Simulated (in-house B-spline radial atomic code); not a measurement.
Inner levels of erbium as electrons are removed. A shift is the extra binding of the orbital against the neutral atom ([Xe] 4f12 6s2). Computed with a radial B-spline atomic code at the basis-set limit: non-relativistic Hartree-Fock, average of the configuration, point nuclei.

This level leaves out relativity, spin-orbit splitting included, which matters for heavy ions.

| ion | configuration | shift of 2s (eV) | shift of 2p (eV) | shift of 4s (eV) | radius of 2s (bohr) | radius of 2p (bohr) | radius of 4s (bohr) | Σ<r²> (bohr²) | change of density at nucleus (bohr⁻³) |
| --- | --- | --- | --- | --- | --- | --- | --- | --- | --- |
| Er15+ | [Kr] 4d10 4f7 | 333.06 | 333.07 | 318.37 | 0.094526 | 0.080189 | 0.53526 | 10.208 | -112.17 |
| Er16+ | [Kr] 4d10 4f6 | 373.22 | 373.04 | 354.8 | 0.094531 | 0.080194 | 0.53256 | 9.5652 | -99.266 |
| Er17+ | [Kr] 4d10 4f5 | 415.12 | 414.73 | 392.34 | 0.094536 | 0.080199 | 0.52973 | 8.9739 | -84.993 |
| Er18+ | [Kr] 4d10 4f4 | ? | ? | ? | ? | ? | ? | ? | ? |
| Er19+ | [Kr] 4d10 4f3 | ? | ? | ? | ? | ? | ? | ? | ? |
| Er20+ | [Kr] 4d10 4f2 | 550.86 | 549.75 | 511.09 | 0.094553 | 0.080215 | 0.52061 | 7.4469 | -34.07 |
| Er21+ | [Kr] 4d10 4f1 | 599.38 | 598 | 552.59 | 0.094559 | 0.080221 | 0.51741 | 7.0045 | -14.427 |
| Er22+ | [Kr] 4d10 | 649.49 | 647.84 | 594.99 | 0.094565 | 0.080228 | 0.51416 | 6.5896 | 6.532 |
| Er23+ | [Kr] 4d9 | 704.23 | 702.79 | 636.62 | 0.094556 | 0.080218 | 0.51116 | 6.1878 | 37.282 |
| Er24+ | [Kr] 4d8 | ? | ? | ? | ? | ? | ? | ? | ? |
| Er25+ | [Kr] 4d7 | 817.11 | 816.17 | 721.57 | 0.094534 | 0.080197 | 0.50522 | 5.4275 | 102 |
| Er26+ | [Kr] 4d6 | 875.25 | 874.59 | 764.88 | 0.094522 | 0.080186 | 0.50228 | 5.0675 | 135.96 |

Question: Fill in the row of Er18+.

Answer: shift of 2s (eV): 458.71; shift of 2p (eV): 458.09; shift of 4s (eV): 430.93; radius of 2s (bohr): 0.094542; radius of 2p (bohr): 0.080204; radius of 4s (bohr): 0.52679; Σ<r²> (bohr²): 8.4274; change of density at nucleus (bohr⁻³): -69.361.

Question: Fill in the row of Er19+.

Answer: shift of 2s (eV): 503.97; shift of 2p (eV): 503.11; shift of 4s (eV): 470.52; radius of 2s (bohr): 0.094547; radius of 2p (bohr): 0.08021; radius of 4s (bohr): 0.52374; Σ<r²> (bohr²): 7.9199; change of density at nucleus (bohr⁻³): -52.385.

Question: Fill in the row of Er24+.

Answer: shift of 2s (eV): 760.11; shift of 2p (eV): 758.91; shift of 4s (eV): 678.82; radius of 2s (bohr): 0.094545; radius of 2p (bohr): 0.080208; radius of 4s (bohr): 0.50818; Σ<r²> (bohr²): 5.8008; change of density at nucleus (bohr⁻³): 69.105.
